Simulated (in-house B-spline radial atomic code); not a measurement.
**RPA and G0W0 on BHandHLYP: the fluorine ion F⁸⁺**

Configuration 1s1, highest spin, mean-field start BHandHLYP. Computed with a B-spline radial code for spherical atoms: all electrons, non-relativistic, point nucleus, each spin shell either full or empty, empty states to l = 9 with an (l + 1/2)⁻⁴ tail; G0W0 by contour deformation at full frequency.

Relativity, left out, deepens the 1s level by about Z⁴α²/8 hartree.

With one electron the exact correlation energy is zero, so what RPA and GW give is self-correlation.

Command:
```bash
python run_gw.py task.json out
```
Settings (radii: box in bohr, nucleus in fm):
```
Z                        9
electrons                1
configuration            1s1
hamiltonian              nr
method                   bhandhlyp
lmax                     9
spin_polarised           True
box_radius               7.7
intervals                44
ion_configuration        bare nucleus
```

Run time, properties included: 0.6 s on 1 thread of Intel(R) Xeon(R) Platinum 8375C CPU @ 2.90GHz, with other jobs on the host.

Energies (hartree):

```csv
term,value
mean-field total,-40.48780
Hartree-Fock functional on these orbitals,-40.49985
direct second order,-0.022722
second-order exchange,0.022722
SOSEX correction,0.022416
```

**Question.** What is the RPA correlation energy, and what remains with SOSEX?

**Answer.** RPA gives -0.022416 hartree (-0.61 eV per electron); RPA + SOSEX gives 0, and the second-order doubles 0 hartree (no singles). SOSEX takes back 100 % of the RPA value.

Quasi-particle levels (eV):

| level | occupied | mean field | Σx - vxc | Σc | QP weight | G0W0 |
| --- | --- | --- | --- | --- | --- | --- |
| 1s up | yes | -1073.64 | -28.42 | ? | ? | ? |
| 1s down | no | -950.64 | 0.00 | -2.52 | 0.999 | -953.16 |

G0W0 = mean field + (Σx - vxc) + Σc, with Σc (partial-wave tail included) taken at the quasi-particle energy.

**Question.** Where does G0W0 put 1s up?

**Answer.** At -1101.83 eV, with Σc = 0.23 eV and a quasi-particle weight of 0.998. The tabulated removal energy is 1103.118 eV (NIST, tabulated theory).

**Question.** What does it cost to remove one electron (to the bare nucleus) by differences of total energies, each species on its own start (correlation terms add to the Hartree-Fock functional)?

**Answer.** BHandHLYP 1101.73 eV, Hartree-Fock functional 1102.06 eV, + RPA 1102.67 eV, + RPA + SOSEX 1102.06 eV, + second order 1102.06 eV. Tabulated: 1103.118 eV (NIST, tabulated theory).
